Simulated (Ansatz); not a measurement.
System: C2H7Si, charge 0, multiplicity 2. SMILES: CC[SiH2]
Geometry from a B3LYP-D3(BJ)/def2-TZVP (Ansatz, a quantum-chemistry and plane-wave program) optimisation:
```xyz
10

C     -1.5047    -0.6675    -0.3072
C     -0.6468     0.5680     0.0106
Si     1.1911     0.1706     0.1835
H     -1.1975    -1.1339    -1.2450
H     -1.4218    -1.4213     0.4779
H     -2.5602    -0.3992    -0.3998
H     -0.7649     1.3213    -0.7731
H     -0.9876     1.0359     0.9381
H      1.7371    -0.3998    -1.0789
H      1.4285    -0.7952     1.2917
```
Charge 0, spin multiplicity 2.

Quantity: atomisation energy, in kcal/mol. Set-up: dispersion terms only where a functional's name holds one; atomisation electronic, to ground-state atoms; no spin-orbit coupling; LANL2DZ with its own core potentials from Na on; frozen cores in correlated levels; six Cartesian d functions in 6-31G* and its kin unless marked 5d; open shells spin-unrestricted; non-relativistic; 6-311+G** with 5d, 6d on Na to Ar in Ansatz. CBS marks a two-point X^-3 extrapolation of the correlation energy; Hartree-Fock from the larger set. Ab initio and DFT rows: single points at B3LYP-D3(BJ) geometries (Ansatz).

Coupled cluster (Ansatz) is a level with limits of its own, used here on species with T1 under 0.025 (0.045 for open shells) and stable references: CCSD(T)/CBS(aug-cc-pV(T+d)Z,aug-cc-pV(Q+d)Z).

Value to compare with, CCSD(T)/CBS(aug-cc-pV(T+d)Z,aug-cc-pV(Q+d)Z) (Ansatz): 822.6 kcal/mol.

```
level             program  atomisation energy (kcal/mol)  difference
----------------  -------  -----------------------------  ----------
B3LYP/STO-3G       Ansatz                         1030.7       208.1
B3LYP/3-21G        Ansatz                          805.6       -17.0
B3LYP/LANL2DZ      Ansatz                          803.5       -19.1
B3LYP/6-31G        Ansatz                          794.6       -28.0
B3LYP/6-31G*       Ansatz                          817.4        -5.2
B3LYP/6-31+G*      Ansatz                          813.1        -9.5
B3LYP/6-31G**      Ansatz                          823.4         0.8
B3LYP/def2-SVP     Ansatz                          819.8        -2.8
B3LYP/cc-pVDZ      Ansatz                          804.7       -17.9
B3LYP/6-311+G**    Ansatz                          813.7        -8.9
B3LYP/def2-TZVPD   Ansatz                          818.4        -4.2
```

Among the 10 habitual levels, B3LYP/STO-3G lies farthest from CCSD(T)/CBS(aug-cc-pV(T+d)Z,aug-cc-pV(Q+d)Z) (Ansatz) (208.1 kcal/mol) and B3LYP/6-31G** nearest (0.8); 2 of 10 lie above it, and their mean absolute difference is 31.7 kcal/mol, the median 13.2. One case shows no general order.

The sets are all those run for this method; left out are runs that failed, that the program found above a lower state of the same kind, or whose <S^2> lies over 0.5 above the pure value.
